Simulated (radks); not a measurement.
Values are calculated unless marked as measured or tabulated.
Ionisation of the ruthenium ion Ru3+, [Kr] 4d5, to Ru4+, [Kr] 4d4, under several functionals. Scalar-relativistic Kohn-Sham, spin-polarised, spherical densities, point nucleus; open shells are filled with parallel spins first (spin-orbit coupling, left out, can overturn this in heavy ions); a radial shooting solver on a logarithmic mesh with Libxc functionals.

functional                               E(Ru3+) (hartree)  Exc (hartree)  IE (eV)  -e(HOMO) (eV)  <r> HOMO (bohr)  IE error (eV)
B86b exchange with PBE correlation             -4529.47524     -133.12931   46.053         38.924            1.430         +1.053
HCTH/407                                       -4531.79923     -135.64180   46.701         39.520            1.408         +1.701
RPBE                                           -4529.18354     -132.83936   45.990         38.859            1.429         +0.990
exchange-only LDA                              -4520.43154     -123.96692   44.816         37.763            1.443         -0.184
exchange-only PBE                              -4526.75325     -130.35881   45.014         37.942            1.442         +0.014
LDA (Slater exchange, VWN5 correlation)        -4524.37339     -127.96424   46.081         38.962            1.432         +1.081

NIST Atomic Spectra Database: 45 eV (theoretical). Closest: exchange-only PBE. The Delta-SCF values span 1.88 eV, the total energies 11.37 hartree. The highest occupied level is 4d. Open shells are spherical and high-spin; term and fine-structure splittings are not resolved.
